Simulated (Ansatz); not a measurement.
Input file for `C[SiH](F)[SiH2]Cl`:

```yaml
crystal:
  periodic: [false, false, false]
  atoms:
    - {symbol: C, position_ang: [-1.056011, -0.298871, 1.330024]}
    - {symbol: Si, position_ang: [0.542054, -0.562220, 0.424659]}
    - {symbol: F, position_ang: [1.755487, 0.005048, 1.313540]}
    - {symbol: Si, position_ang: [0.552231, 0.569098, -1.633909]}
    - {symbol: Cl, position_ang: [-0.142319, 2.491541, -1.323732]}
    - {symbol: H, position_ang: [-1.883666, -0.738221, 0.766185]}
    - {symbol: H, position_ang: [-1.259038, 0.766500, 1.458394]}
    - {symbol: H, position_ang: [-1.025333, -0.770968, 2.314929]}
    - {symbol: H, position_ang: [0.803154, -2.011442, 0.202606]}
    - {symbol: H, position_ang: [1.903490, 0.663458, -2.241291]}
    - {symbol: H, position_ang: [-0.364751, -0.086823, -2.603304]}
basis:
  gaussian: {orbitals: def2-TZVPP}
correlation: {method: ccsd_t}
```

```sh
$ ansatz run in.yaml --threads 4 --pin off --events-out ev --progress --plain
```

Output of Ansatz, abridged:

```
Functional definition: HF
1583 factors; integrals over basis functions are off by at most 1.1e-3 eV
mean field evaluation 1: about -32061.9708 eV, gradient 3.6e1 eV
mean field evaluation 2: about -32062.2461 eV, gradient 3.7e1 eV
mean field evaluation 4: about -32065.5608 eV, gradient 3.8e0 eV
mean field evaluation 8: about -32065.6266 eV, gradient 2.4e-1 eV
mean field evaluation 16: about -32065.6268 eV, gradient 1.4e-6 eV
mean field -32065.62683395 eV, -1178.3900512851 hartree, gradient 1.4e-6 eV, S^2 0.000000; 0 other end points of the search recorded, 0 dependent functions left out
17 core orbitals not correlated: weight in the atoms' cores, before any rotation towards them, 1.000 or more for the frozen orbitals, at most 0.000 for the correlated occupied ones
reference -32065.62683395 eV, -1178.3900512851 hartree; 16, 16 occupied and 239, 239 virtual orbitals, 1583 factors
second order -23.33498558 eV of doubles, -0.00000000 eV of singles
cycle   1  -24.30007633 eV  change   -9.7e-1 eV  update   1.0e-1
cycle   2  -24.85984061 eV  change   -5.6e-1 eV  update   3.0e-2
cycle   3  -24.97686430 eV  change   -1.2e-1 eV  update   1.5e-2
cycle   4  -24.96762805 eV  change    9.2e-3 eV  update   3.3e-3
cycle   5  -24.96529967 eV  change    2.3e-3 eV  update   1.3e-3
cycle   6  -24.96561658 eV  change   -3.2e-4 eV  update   3.9e-4
cycle   7  -24.96547058 eV  change    1.5e-4 eV  update   1.4e-4
cycle   8  -24.96542866 eV  change    4.2e-5 eV  update   4.4e-5
cycle   9  -24.96544857 eV  change   -2.0e-5 eV  update   1.9e-5
perturbative correction -0.89031685 eV, -0.0327185406 hartree
Total energy: -32091.48259936 eV, -1179.3402331385 hartree
```

Run time 2.3 min (4 threads of a server CPU on a shared host); peak host memory 6.7 GiB.

MP2 recovers 90.3 % of the CCSD(T) correlation energy and the triples give 3.4 %; T1 = 0.0108.
